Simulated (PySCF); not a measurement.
Compound: C₆H₄F₄.
Numbering: `[CH2:1]=[CH:2]/[C:3](=[CH:4]/[F:5])[C:6]([F:7])=[C:8]([F:9])[F:10]` (hydrogens: H11, H12 on C1; H13 on C2; H14 on C4)

Computed, not measured: PySCF, TDDFT wB97X-D/def2-SVPD, vertical, gas phase, core orbitals frozen in the response. Isolated species at its GFN2-xTB geometry (one conformer only). Torsions of this conformer, `[CH2:1]=[CH:2]/[C:3](=[CH:4]/[F:5])[C:6]([F:7])=[C:8]([F:9])[F:10]`: C1–C2–C3–C4 172°, C2–C3–C6–F7 -48°.

Frontier orbitals with the atoms that hold most of them (Löwdin shares over 4%, at most four atoms; ? is withheld):

```json
{"orbital": "HOMO-3", "ε (eV)": "-12.52", "atoms": "C1 22%, C2 19%, C3 11%, H13 10%"}
{"orbital": "HOMO-2", "ε (eV)": "-12.02", "atoms": "C3 26%, C2 24%, C1 13%, C4 11%"}
{"orbital": "HOMO-1", "ε (eV)": "-9.68", "atoms": "C6 22%, C8 17%, C2 13%, C1 13%"}
{"orbital": "HOMO", "ε (eV)": "-8.83", "atoms": "?"}
{"orbital": "LUMO", "ε (eV)": "?", "atoms": "?"}
{"orbital": "LUMO+1", "ε (eV)": "1.78", "atoms": "C8 19%, C2 18%, C6 15%, C1 14%"}
{"orbital": "LUMO+2", "ε (eV)": "2.13", "atoms": "C8 19%, C4 15%, C1 10%, C2 9%"}
```

(1) Give the leading atoms of the LUMO.

(2) Which atoms hold the HOMO, and with what shares?

(3) What is the LUMO energy, and the HOMO–LUMO gap?

Results:

(1) C4 (bonded to C, F and H) 28%; C1 (bonded to C and 2 H) 16%; C3 (bonded to 3 C) 16%; C2 (bonded to 2 C and H) 10%.

(2) C4 (bonded to C, F and H) 19%; C1 (bonded to C and 2 H) 16%; C3 (bonded to 3 C) 15%; C2 (bonded to 2 C and H) 12%.

(3) ε(LUMO) = 0.36 eV; the gap is 9.20 eV (0.3381 hartree).

**Question.** How does S1 compare with the orbital gap of 9.20 eV?

**Answer.** S1 is at 5.45 eV (f = 0.175), 3.75 eV below the gap, made of HOMO→LUMO (70%), HOMO-1→LUMO (25%). 

**Question.** Give energy, strength and leading configuration of S1 and S3, and follow the Löwdin shares of the leading atoms from the occupied to the empty orbital.

**Answer.** 
- S1 (5.45 eV, f 0.175), HOMO→LUMO (70%): C4 19% → 28%, C1 16% → 16%
- S3 (6.45 eV, f 0.236), HOMO→LUMO+1 (89%): C4 19% → at most 15%, C1 16% → 14%, C8 at most 12% → 19%, C2 12% → 18%

Löwdin shares depend on the basis, the more so with diffuse functions.
